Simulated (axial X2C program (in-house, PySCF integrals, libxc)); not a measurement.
NTaO⁺: properties at the nuclei

Computed with an in-house all-electron X2C program for linear molecules (integrals from PySCF): two-component X2C with atomic mean-field Coulomb and Gaunt terms, Gaussian nuclei, basis N dyall-av3z, Ta dyall-v3z, O dyall-av3z with contracted cores.

N–Ta–O held linear, with bonds 1.970 and 1.711 Å (near the PBE0 minimum at charge 1 of the determinant lowest at the starting distance; the state shown can have its own minimum elsewhere, held linear; other orders of the atoms were not compared).

Determinant lowest in the PBE0 search, Ω = 7/2 (⟨Sz⟩ = 0.50, ⟨Lz⟩ = 3.00 at PBE0), spin on the atoms N 0.95, Ta -0.62, O 0.17:

```
level  Eeff magnitude (GV/cm)  Ws magnitude Ta (kHz)  A∥/gI N (MHz)  qzz N (a.u.)  A∥/gI Ta (MHz)  qzz Ta (a.u.)  A∥/gI O (MHz)  qzz O (a.u.)
 PBE0                    9.45                   2.77           81.6          0.30            1000         -11.93           31.7         -0.59
   HF                    5.48                   1.83           97.1          0.30            1090         -11.52           39.9         -1.09
  PBE                    11.6                   3.24           76.4          0.20             964         -12.16           33.4         -0.40
```

Determinant 0.07 eV from it at PBE0 and this distance, Ω = 1/2 (⟨Sz⟩ = 1.49, ⟨Lz⟩ = -0.99 at PBE0), spin on the atoms N 0.91, Ta 0.51, O 0.07:

```tsv
level	Eeff magnitude (GV/cm)	Ws magnitude Ta (kHz)	A∥/gI N (MHz)	qzz N (a.u.)	A∥/gI Ta (MHz)	qzz Ta (a.u.)	A∥/gI O (MHz)	qzz O (a.u.)
PBE0	22.1	41	591	0.33	-2220	-11.87	155	-0.58
HF	20.4	36.7	722	0.38	-3080	-12.06	144	-1.13
PBE	15.6	24.9	436	0.30	829	-12.74	109	-0.25
```

Eeff is the effective electric field on the electron electric dipole moment in this Ω state and Ws the scalar–pseudoscalar constant of the nucleus named (defined with the proton number Z and per Ω); A∥ (defined per Ω) follows by multiplying with gI = μI/(I μN); qzz is the electric field gradient, eQq0 = 234.96 MHz × Q/barn × qzz. The operators were transformed with the bare-nucleus X2C matrices; with these basis sets, hyperfine constants and field gradients can be off by tens of per cent, and where levels differ in sign neither size nor sign is settled.

Task: With gI(14N) = 0.4038, Q(14N) = 0.02044 barn, gI(181Ta) = 0.6773, Q(181Ta) = 3.17 barn, gI(17O) = -0.7575 (g factors from the IAEA table of nuclear moments by Stone; Q from Pyykkö, Mol. Phys. 2018), turn the PBE0 values of the first state into constants in MHz.

Result: A∥(14N) = 81.6 × 0.4038 = 33 MHz; eQq0(14N) = 234.96 × (0.02044) × (0.30) = 1.44 MHz; A∥(181Ta) = 1000 × 0.6773 = 677 MHz; eQq0(181Ta) = 234.96 × (3.17) × (-11.93) = -8890 MHz; A∥(17O) = 31.7 × -0.7575 = -24 MHz.

The molecule was held linear; bending was not examined, so a bent shape may lie lower.

Each state is one determinant with collinear spin, which with several unpaired electrons need not be a pure state. Unrestricted Hartree–Fock can overshoot spin polarisation at the nuclei. With several open shells hyperfine constants can be off by a factor of several. Where Eeff spreads by more than a factor of two the levels disagree and none is to be relied on. In the state Ω = 7/2 the atomic spins oppose each other (0.95, -0.62, 0.17): a broken-symmetry determinant whose values are not spin-projected. At PBE a later determinant lies lower. States lie within half an eV, so the first need not be the ground state. PBE0 term energies can be off by some tenths of an eV.
